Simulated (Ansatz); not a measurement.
The cluster Ag2Sn. Total charge 0; singlet. Geometry B3LYP-D4/def2-TZVP.

```csv
atom,x (Å),y (Å),z (Å)
Ag1,-1.132,-0.199,1.300
Ag2,-0.203,0.605,-1.614
Sn3,1.335,-0.406,0.314
```

In the def2 sets Ag, Sn take a core potential; there is no spin–orbit coupling. The restricted singlet is unstable towards broken spin symmetry in Hartree–Fock (as tested in another run); at PBE-D4/def2-TZVP, r2SCAN-D4/def2-TZVP, PBE0-D4/def2-TZVP, r2SCAN0-D4/def2-TZVP this wasn't settled. No other spin state of charge 0 was run. The structure comes from a short search, and lower isomers may exist.

Problem. Estimate the orbital energies around the gap (eV) in Ansatz with PBE-D4/def2-TZVP, r2SCAN-D4/def2-TZVP, PBE0-D4/def2-TZVP, r2SCAN0-D4/def2-TZVP.

Solution. 
```csv
orbital,PBE-D4/def2-TZVP,r2SCAN-D4/def2-TZVP,PBE0-D4/def2-TZVP,r2SCAN0-D4/def2-TZVP
HOMO−5,-7.34,-7.61,-9.05,-9.25
HOMO−4,-7.30,-7.55,-9.04,-9.25
HOMO−3,-7.13,-7.40,-8.92,-9.14
HOMO−2,-7.12,-7.39,-8.90,-9.12
HOMO−1,-5.30,-5.36,-5.84,-5.91
HOMO,-4.60,-4.68,-5.15,-5.23
LUMO,-3.78,-3.59,-2.92,-2.83
LUMO+1,-2.44,-2.23,-1.76,-1.65
LUMO+2,-2.22,-2.02,-1.49,-1.38
LUMO+3,-0.82,-0.60,-0.24,-0.12
LUMO+4,-0.47,-0.16,0.17,0.35
LUMO+5,0.02,0.34,0.63,0.82
```
